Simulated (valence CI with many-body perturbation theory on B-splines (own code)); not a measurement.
# Sb III: what the settings do

Calculated by valence CI with perturbative core correlation (CI+MBPT): three valence electrons over a frozen Dirac-Fock core [Kr] 4d10, radial functions for each j: 6 s, 6 p, 5 d, 3 f, 1 g, with the one-electron correlation potential Σ1, the two-electron term Σ2, the three-electron term Σ3, Breit, model QED; selected CI, second order for the rest, scaled by the run's own slope (own B-spline code, finite nucleus).

Set against measurement, 13 paired levels are off by 347 cm⁻¹ on average, the worst by 918. These come from a selection out of Moore, Atomic Energy Levels, vol. III, NSRDS-NBS 35 (1971 reprint of NBS Circular 467, 1958), an old analysis. Levels without a partner in it may be off by more. 1 measured level below the end of the list, from 92949 cm⁻¹ on, found no clear computed partner, and computed levels of the same name lie up to 7179 cm⁻¹ from them.

The reference run has the lowest level 5s2 5p 2P°_1/2 and an ionisation energy of 25.3058 eV. Its largest variational space holds 4247 state functions.

Names give the largest LS component (configuration and term), which can be under half, so a name can repeat, a term be missing and a line seem to break the LS rules; names also repeat where a configuration has a term twice.

Changed runs:
A. size limit of the variational space 10000 → 1500; second order for the rest on → off
B. logarithmic knot step 0.27 → 0.4
C. averaging of valence orbitals over low configurations on → off
D. start configuration 5s2 5p1 → 5s2 6p1 (bad on purpose)

Excitation energies of the reference run in cm⁻¹, and shifts in cm⁻¹:

| Level | Reference | A | B | C |
| --- | --- | --- | --- | --- |
| 5s2 5p 2P°_3/2 | 6571 | +18 | -2.4 | +0.2 |
| 5s 5p2 4P_1/2 | 57530 | -2.1 | -25 | +10 |
| 5s 5p2 4P_3/2 | 60512 | +19 | -26 | +10 |
| 5s 5p2 4P_5/2 | 63937 | +23 | -27 | +9.3 |
| 5s 5p2 2D_3/2 | 76307 | +31 | -27 | +7.2 |
| 5s 5p2 2D_5/2 | 77578 | +38 | -27 | +7.1 |
| 5s 5p2 2S_1/2 | 93143 | +6.4 | -25 | -0.2 |
| 5s2 6s 2S_1/2 | 93644 | +5.7 | -15 | +5.2 |
| 5s2 5d 2D_3/2 | 99190 | +66 | -24 | +20 |
| 5s 5p2 2P_1/2 | 100128 | +12 | -30 | +5.9 |
| 5s2 5d 2D_5/2 | 100751 | +59 | -23 | +27 |
| 5s 5p2 2P_3/2 | 102329 | +75 | -29 | +10 |
| Ionisation energy (eV) | 25.3058 | -0.0007 | -0.0030 | +0.00042 |

Run D: It gave no result: the start configuration must fill the lowest shells above the core. The program said: "6p is not the lowest shell of its kind above the core".
